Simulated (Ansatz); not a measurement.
Species: C4H2ISe, charge 0, multiplicity 2. SMILES: [c]1[se]ccc1I
Geometry from a B3LYP-D3(BJ)/def2-TZVP (Ansatz, an electronic-structure program) optimisation:
```xyz
8

I      1.9418    -0.7794    -0.3185
C     -0.0391    -0.1379    -0.0708
C     -0.3698     1.0250     0.5010
Se    -2.1969     1.3520     0.5966
C     -2.3778    -0.3255    -0.2529
C     -1.1788    -0.9077    -0.5003
H     -3.3568    -0.7132    -0.4844
H     -1.0734    -1.8707    -0.9801
```
Charge 0, spin multiplicity 2.

Wanted: atomisation energy, in kcal/mol. Terms: dispersion terms only where a functional's name holds one; spin-orbit terms left out; STO-3G and 3-21G all-electron and non-relativistic; def2 sets with scalar-relativistic core potentials past Kr; atomisation electronic, to ground-state atoms; UHF or UKS for open shells. First-principles rows: single points at B3LYP-D3(BJ) geometries (Ansatz). A UHF reference is markedly spin-contaminated in at least one set, which strains HF and MP2.

```json
[
 {"species": "Ic1[c][se]cc1", "coefficient": "-1", "E at HF/3-21G (Ansatz), Eh": "-9428.02351", "E at wB97M-V/def2-TZVPD (Ansatz), Eh": "-2852.62193"},
 {"species": "C atom", "coefficient": "+4", "E at HF/3-21G (Ansatz), Eh": "-37.48107", "E at wB97M-V/def2-TZVPD (Ansatz), Eh": "-37.84643"},
 {"species": "H atom", "coefficient": "+2", "E at HF/3-21G (Ansatz), Eh": "-0.49620", "E at wB97M-V/def2-TZVPD (Ansatz), Eh": "-0.49411"},
 {"species": "I atom", "coefficient": "+1", "E at HF/3-21G (Ansatz), Eh": "-6887.84045", "E at wB97M-V/def2-TZVPD (Ansatz), Eh": "-297.66509"},
 {"species": "Se atom", "coefficient": "+1", "E at HF/3-21G (Ansatz), Eh": "-2388.48153", "E at wB97M-V/def2-TZVPD (Ansatz), Eh": "-2401.35853"}
]
```

 1 Eh = 627.5095 kcal/mol.

Compute it at each level from the table.


- HF/3-21G: the sum of coefficient times E is 0.78485 Eh, or 492.50 kcal/mol. Result: 492.5 kcal/mol.
- wB97M-V/def2-TZVPD: the sum of coefficient times E is 1.22437 Eh, or 768.30 kcal/mol. Result: 768.3 kcal/mol.
